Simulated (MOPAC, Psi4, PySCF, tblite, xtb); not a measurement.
Two rigid molecules brought together: C3H9Al ··· H4O4Si (SMILES [CH3][Al]([CH3])[CH3] and O[Si](O)(O)O). Monomers: optimised at B3LYP-D3(BJ) (def2-SVP and def2-TZVP), held rigid. Orientation: lowest of the rigid-body minima from ten starts at GFN2-xTB. Only R, the distance of the centres of mass, is varied, so the lowest point isn't the relaxed dimer.

Geometry at R = 3.47 Å (first 13 atoms: monomer A):
```
22

C     -1.2382     1.5225     0.1246
Al     0.0000     0.0000     0.0001
C     -0.7020    -1.8211    -0.2393
C      1.9402     0.2986     0.1148
H     -0.7359     2.4953     0.2533
H     -1.8717     1.5906    -0.7789
H     -1.9374     1.3933     0.9713
H     -0.3736    -2.4819     0.5840
H     -0.3059    -2.2774    -1.1653
H     -1.8021    -1.8711    -0.2879
H      2.2078     0.7898     1.0685
H      2.2808     0.9858    -0.6815
H      2.5379    -0.6242     0.0362
O      0.0555     0.3632    -2.1384
Si     0.9226    -0.3470    -3.3293
O      0.0515    -1.0055    -4.5467
O      1.7456    -1.5768    -2.6330
O      1.8379     0.8314    -3.9990
H     -0.2535     1.2591    -2.2942
H     -0.3120    -1.8827    -4.4022
H      2.0799    -1.4348    -1.7440
H      2.1920     0.6679    -4.8766
```

Methods: SAPT0/jun-cc-pVDZ, frozen core (Psi4); GFN1-xTB (xtb); PM7, restricted, heats of formation (MOPAC); GFN2-xTB (tblite); RKS-BP86/6-31G* = restricted BP86/6-31G*, spherical d, no counterpoise correction (PySCF).

Interaction energies in kcal/mol (negative: bound); R is the distance of the centres of mass, d the H13···H21 distance.

| R / Å | d / Å | SAPT0/jun-cc-pVDZ | GFN1-xTB | PM7 | GFN2-xTB | RKS-BP86/6-31G* |
|---|---|---|---|---|---|---|
| 2.90 | 1.57 | 32.28 | 19.95 | 62.53 | 9.57 | 37.57 |
| 3.07 | 1.69 | 6.02 | -3.16 | 22.72 | -8.68 | 10.35 |
| 3.29 | 1.86 | -7.86 | -16.75 | 1.28 | -17.89 | -4.71 |
| 3.47 | 2.01 | -11.13 | -20.84 | -3.76 | -19.69 | -8.75 |
| 3.67 | 2.18 | -11.21 | -21.62 | -4.33 | -18.72 | -9.45 |
| 3.91 | 2.39 | -9.59 | -19.87 | -3.39 | -15.77 | -8.28 |
| 4.19 | 2.64 | -7.35 | -16.46 | -2.72 | -11.90 | -6.33 |
| 4.48 | 2.90 | -5.38 | -12.94 | -2.53 | -8.47 | -4.55 |
| 4.95 | 3.34 | -3.16 | -8.52 | -2.12 | -4.73 | -2.66 |
| 5.67 | 4.03 | -1.42 | -4.38 | -1.10 | -2.11 | -1.29 |
| 6.66 | 4.98 | -0.53 | -1.57 | -0.40 | -0.88 | -0.40 |
| 7.95 | 6.25 | -0.18 | -0.37 | -0.14 | -0.39 | -0.07 |

Lowest grid point: SAPT0/jun-cc-pVDZ -11.21 kcal/mol at R = 3.67 Å; GFN1-xTB -21.62 kcal/mol at R = 3.67 Å; PM7 -4.33 kcal/mol at R = 3.67 Å; GFN2-xTB -19.69 kcal/mol at R = 3.47 Å; RKS-BP86/6-31G* -9.45 kcal/mol at R = 3.67 Å.
